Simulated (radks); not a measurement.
Xe+, 53 electrons, occupied as [Kr] 4d10 5s2 5p5. Calculated with a radial shooting solver on a logarithmic mesh with Libxc functionals: scalar-relativistic Kohn-Sham, r2SCAN, spin-polarised, spherical densities, finite nucleus; open shells are filled with parallel spins first (spin-orbit coupling, left out, can overturn this in heavy ions); meta-GGA in the generalised Kohn-Sham scheme; Fermi nuclear charge, rms radius 4.7859 fm.

Unscreened Slater integrals over Kohn-Sham orbitals (eV). They are taken over the spin-up orbitals.

integral    value
F0(5p,5p)  11.271
F2(5p,5p)  6.0704
F0(5p,5s)  12.146
G1(5p,5s)  8.0645
F0(5p,4d)  14.153
F2(5p,4d)  3.8466
G1(5p,4d)  1.1535
G3(5p,4d)  1.0795
F0(5s,5s)  13.327
F0(5s,4d)  16.349
G2(5s,4d)  1.8994
F0(4d,4d)  28.010
F2(4d,4d)  14.218
F4(4d,4d)  9.4573

Derived for the open shells (J is the average intra-shell exchange parameter used in DFT+U). 5p: J = F2/5 = 1.214 eV.
